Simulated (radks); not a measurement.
Numerical settings for the scandium ion Sc3+, [Ar]. Calculated with a radial shooting solver on a logarithmic mesh with Libxc functionals: scalar-relativistic Kohn-Sham, PBE, spin-polarised, spherical densities, finite nucleus; Fermi nuclear charge, rms radius 3.5459 fm. The defaults (mesh step 0.008 in ln r, mesh end at 40 bohr or more with all orbitals vanishing there, Anderson mixing 0.5 over 9 steps, residual threshold near 1e-9 with the energy settled to 1e-9 hartree or 1e-11 of itself, here a cap of 72 iterations) give E = -762.4184 hartree and 3p at -64.603 eV in 14 iterations. Run on one thread of a shared host, so times are rough (Arm Neoverse N1): 0.15 s of CPU time, 0.15 s wall, 14 iterations on 2189 mesh points. Changes against that run (0 stands for a change within the tolerance of the run):

setting                     iterations         converged  E (mhartree)  e(3p) (meV)  CPU (s)
mesh step in ln r 0.08              72                no     -1.47e+05            -     0.43
mesh step in ln r 0.003             30               yes             0            0     0.65
mesh step in ln r 0.02              14               yes             0            0     0.07
mesh end (bohr) 1                   14  level above zero     +5.96e+04    +2.76e+05      0.1
mesh end (bohr) 3                   14               yes         +64.1    +1.11e+03     0.13
residual threshold 0.001             8               yes             0        +2.27     0.09
residual threshold 1e-13            72                no             0            0     0.46
mixing 0.05                         24               yes             0            0     0.23
linear mixing, mixing 0.05          72                no       +0.0813         -445     0.67
linear mixing, mixing 0.8           57                no      diverged            -     0.56
mixing history 2                    27               yes             0            0     0.23
iteration cap 3                      3                no         +2.43    -1.02e+03     0.04

Settled on a wrong energy, with an occupied level pushed above zero by the early mesh end: mesh end (bohr) 1 (+59.6 hartree). Apart from these: settings that end as converged yet miss the energy by more than 1 mhartree: mesh end (bohr) 3 (+0.0641 hartree). A mesh that ends early acts as a hard wall.
